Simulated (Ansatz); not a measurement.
Question: Name a neutral molecule of C, N, O, Si and H with LUMO energy (PBE/def2-TZVPP) between -0.60 and -0.30 eV and size of the dipole moment (ωB97M-V/def2-TZVPP) between 2.90 and 3.20 D (Ansatz, PBE0-D4/def2-TZVP geometry).

Answer: `CO[SiH2]N[SiH2]O` (-0.38 eV, 2.93 D). Other molecules can fit too; these were computed, each in one conformer that needn't be the lowest.
